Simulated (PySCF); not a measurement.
Correlation energy of C (carbon, neutral)

[He] 2s2 2p2, high-spin 3P determinant. Computed with PySCF 2.14 in cc-pVDZ-DK (3s2p1d, 14 functions), with the spin-free X2C one-electron Hamiltonian (Gaussian nucleus). Frozen: 1s2; 4 electrons correlated.

MP2 pair energies summed by pair of shells (mhartree):

```
 pair  energy  share (%)
2s-2p  -30.35       58.6
2s-2s  -15.90       30.7
2p-2p   -5.53       10.7
```

Total MP2 correlation energy: -51.78 mhartree.

Same-spin part -9.33 and opposite-spin part -42.44 mhartree; SCS-MP2 scales them by 1/3 and 6/5 to -54.04 mhartree.

| level | correlation energy (mhartree) |
| --- | --- |
| CCSD | -72.91 |
| (T) | -0.93 |
| CCSD(T) | -73.84 |

Diagnostics: T1 = 0.0066, D1 = 0.0131, largest double amplitude 0.123.

Cost of the coupled-cluster step: 0.13 s of wall time on 1 thread of Neoverse-N1 (shared host), for 4 correlated electrons.

Iterations:

```
CC2 = 0
CCSD nocc = (np.int64(3), np.int64(1)), nmo = (13, 13)
frozen orbitals [[0], [0]]
max_cycle = 100
direct = 0
conv_tol = 1e-08
conv_tol_normt = 1e-06
diis_space = 8
diis_start_cycle = 0
Init t2, MP2 energy = -0.0517771358251371
Init E_corr(UCCSD) = -0.0517771358252281
cycle = 1  E_corr(UCCSD) = -0.0657580952377737  dE = -0.0139809594  norm(t1,t2) = 0.0464163
cycle = 2  E_corr(UCCSD) = -0.0700093469313476  dE = -0.00425125169  norm(t1,t2) = 0.0197318
cycle = 3  E_corr(UCCSD) = -0.0729626163486957  dE = -0.00295326942  norm(t1,t2) = 0.00984218
cycle = 4  E_corr(UCCSD) = -0.0729038160707065  dE = 5.8800278e-05  norm(t1,t2) = 0.00145962
cycle = 5  E_corr(UCCSD) = -0.0729177742626197  dE = -1.39581919e-05  norm(t1,t2) = 0.000217172
cycle = 6  E_corr(UCCSD) = -0.0729110124832881  dE = 6.76177933e-06  norm(t1,t2) = 3.29124e-05
cycle = 7  E_corr(UCCSD) = -0.0729140815067861  dE = -3.0690235e-06  norm(t1,t2) = 7.9501e-06
cycle = 8  E_corr(UCCSD) = -0.0729132362622922  dE = 8.45244494e-07  norm(t1,t2) = 2.92434e-06
cycle = 9  E_corr(UCCSD) = -0.0729131939244338  dE = 4.23378584e-08  norm(t1,t2) = 3.51453e-07
cycle = 10  E_corr(UCCSD) = -0.072913213100717  dE = -1.91762832e-08  norm(t1,t2) = 6.80171e-08
cycle = 11  E_corr(UCCSD) = -0.072913212541355  dE = 5.5936196e-10  norm(t1,t2) = 2.09744e-08
UCCSD converged
E(UCCSD) = -37.7743848332203  E_corr = -0.07291321254135504
UCCSD(T) correction = -0.000925448580527123
```
